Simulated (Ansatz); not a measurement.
Geometry optimisation, Ansatz 0.2.0, RKS PBE0-D4/def2-SVP.

The input (input.yaml):

```yaml
crystal:
  periodic: [false, false, false]
  atoms:
    - { symbol: W, position_ang: [0.0, 0.0, 0.0] }
    - { symbol: H, position_ang: [0.0, 0.0, 2.07] }
    - { symbol: H, position_ang: [1.72, 0.0, 0.0] }
    - { symbol: F, position_ang: [0.0, 1.85, 0.0] }
    - { symbol: F, position_ang: [-1.85, 0.0, 0.0] }
    - { symbol: H, position_ang: [0.0, -1.72, 0.0] }
    - { symbol: H, position_ang: [0.0, 0.0, -1.72] }
    - { symbol: O, position_ang: [1.4721, 1.5335, 0.7063] }
    - { symbol: Si, position_ang: [2.8411, 1.2047, 1.6229] }
    - { symbol: H, position_ang: [3.1475, -0.2207, 1.5472] }
    - { symbol: H, position_ang: [3.9699, 1.9726, 1.1056] }
    - { symbol: H, position_ang: [2.5972, 1.5762, 3.0136] }
    - { symbol: H, position_ang: [0.7317, 0.7622, 1.9256] }
basis:
  gaussian: { orbitals: def2-SVP }
hamiltonian:
  xc: pbe0
  dispersion: d4
relax:
  f_tol: 0.15
  max_steps: 25
  restrain:
    - { distance: [0, 7], at: 3.14, k: 30.0 }
    - { distance: [12, 1], at: 1.86, k: 30.0 }
    - { distance: [0, 1], at: 1.72, k: 30.0 }
    - { distance: [12, 7], at: 1.01, k: 30.0 }
```

Command:

```bash
$ ansatz run input.yaml --threads 4 --pin off --max-ram 5120MiB --backend cpu --events-out ev --progress --plain --runs-dir out
```

Question: Where does it end, and by what steps?

Answer: The forces met the threshold. The restraints hold the end off the free minimum. After 14 steps the energy has fallen by 8.993 eV (the restraints' own energy left out); H3 moved furthest, 1.40 Å. The start is strongly strained (largest force component 12 eV/Å), so its close contacts needn't be bonds. Parted: W1–O8 (2.24 → 3.13 Å), W1–H13 (2.20 → 2.97 Å). Joined: O8–H13 (1.62 → 0.98 Å).

```tsv
step	energy less start (eV)	largest force component (eV/Å)	accepted
0	0.0000	11.591	yes
1	-0.8708	6.808	yes
2	-1.9081	6.907	yes
3	-3.6061	5.539	yes
4	-5.6457	2.618	yes
5	-6.9890	1.223	yes
6	-7.7716	1.342	yes
7	-8.1308	0.950	yes
8	-8.3568	0.974	yes
9	-8.5425	0.995	yes
10	-8.6947	1.327	yes
11	-8.8609	0.982	yes
12	-8.9329	0.708	yes
13	-8.9699	0.682	yes
14	-8.9932	0.833	yes
```

```xyz
13
Properties=species:S:1:pos:R:3
W -0.533 0.104 -0.079
H -0.354 0.101 1.624
H 0.727 -0.799 0.577
F -0.500 1.808 -0.840
F -2.233 -0.609 -0.355
H -0.184 -1.342 -0.818
H 0.841 -0.015 -1.013
O 1.606 1.690 1.560
Si 3.216 1.267 1.804
H 3.439 -0.190 1.556
H 4.011 2.086 0.852
H 3.619 1.576 3.209
H 0.975 1.282 2.195
```

Time of the run: 28 s on 4 threads of Intel(R) Xeon(R) 6975P-C (Granite Rapids), with other jobs on the host, peak memory 0.35 GiB.
